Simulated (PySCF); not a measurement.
Input file for PySCF: R-MP2/6-31G* on C2H7B (SMILES BCC), a point of a bond scan (R = 2.961 Å).

```python
from pyscf import gto, scf, dft, mp
from pyscf.data.elements import chemcore

mol = gto.M(
    atom='''
    B    -0.74511678    1.00969072    0.73932318
    H    -1.05554184    1.26984720    1.86306207
    H    -1.14246163    1.71786546   -0.13812402
    C     0.20447514   -0.18371935    0.45381740
    C     0.38209057   -0.63740051   -0.99729133
    H    -0.43318097   -2.46811440    2.22643333
    H     1.16986677    0.17617641    0.85720004
    H     0.67431348    0.19819760   -1.63621306
    H    -0.55096305   -1.03917752   -1.39764403
    H     1.14266970   -1.41485196   -1.09439513
    ''',
    basis='6-31g*',
    cart=True,
    charge=0, spin=0, verbose=3, max_memory=1800)
mf = scf.RHF(mol)
mf.conv_tol = 1e-8
mf.max_cycle = 100
mf.kernel()
if not mf.converged:
    mf = mf.newton().run(mf.mo_coeff, mf.mo_occ)
pt = mp.MP2(mf, frozen=chemcore(mol)).run()
```

It printed:

```
converged SCF energy = -104.217011607142
E(RMP2) = -104.597931479389  E_corr = -0.380919872247077
E(SCS-RMP2) = -104.610543277923  E_corr = -0.393531670780277
```

The calculation finished and met its thresholds.

Cost: around 0.7 core-seconds (rough).
